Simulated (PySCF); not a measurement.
**Dipole moment and polarisability of `[H]/N=C/C(=C/C)[SiH2]Cl`**

Species: C4H8ClNSi.
Structure used (GFN2-xTB), in Å, numbered top down from 1:
```xyz
15
C4H8ClNSi angstrom
C     -2.0919   -0.3992    0.8370
C     -0.6945   -0.8571    0.6320
C      0.2766   -0.2193   -0.0298
C      1.5949   -0.8145   -0.1168
N      2.4757   -0.1821   -0.7632
Si     0.2326    1.4585   -0.9134
Cl     1.1778    2.7934    0.2618
H     -2.7774   -1.0631    0.3084
H     -2.2413    0.6153    0.4840
H     -2.3457   -0.4511    1.8956
H     -0.4726   -1.8240    1.0785
H      1.7562   -1.7766    0.3905
H      3.3994   -0.6048   -0.8058
H      0.8557    1.4014   -2.2250
H     -1.1500    1.9313   -1.0558
```

Level: PBE0/def2-SVPD (PySCF), static field, nuclei fixed, core orbitals frozen in the response. The polarisability tensor in these axes (au):

```
x   114.70   8.26 -14.16
y     8.26  96.88  -8.75
z   -14.16  -8.75  81.27
```

Question: What are the eigenvalues, a third of the trace, and Δα (Δα² = ½Σ(αi − αj)² over the three pairs)?

Answer: Principal values 74.61, 94.02 and 124.22 au; mean 97.62 au = 14.47 Å³ = 16.09 × 10⁻⁴⁰ C²·m²/J; Δα = 43.30 au (44 % of the mean).

Question: What is the dipole moment, and where does it point?

Answer: (-1.21, -3.30, 0.76) D, 3.60 D in size, pointing from the negative to the positive side. Measured along this direction, the outermost atoms are Cl7 at the negative end and H11 and H8 at the positive end.

Question: What depolarisation ratio follows for Rayleigh scattering of linearly polarised light, taking the static tensor?

Answer: ρ = 3Δα²/(45ᾱ² + 4Δα²) = 5625.7/(428805 + 7500.9) = 0.0129.

Question: In a dilute gas of rigid molecules at 250 K, how does the orientational term μ²/3kT compare with the electronic polarisability?

Answer: In Gaussian units μ²/3kT = 125.21 Å³ against 14.47 Å³, a ratio of 8.66; the Debye molar polarisation (4π/3)N_A(α + μ²/3kT) is 352.3 cm³/mol, leaving out the vibrational part.

Question: Give the eigenvalues of the traceless quadrupole moment Θ = ½Σq(3rr − r²1), origin at the centre of nuclear charge.

Answer: -6.75, 0.77, 5.98 D·Å. The values depend on the origin, since the dipole doesn't vanish. The electronic extent ⟨r²⟩ about the same centre is 1255 bohr², a root-mean-square distance of 2.24 Å for the 70 electrons.

One conformer (not necessarily the lowest) at the GFN2-xTB geometry, without solvent, vibrations or thermal averaging.
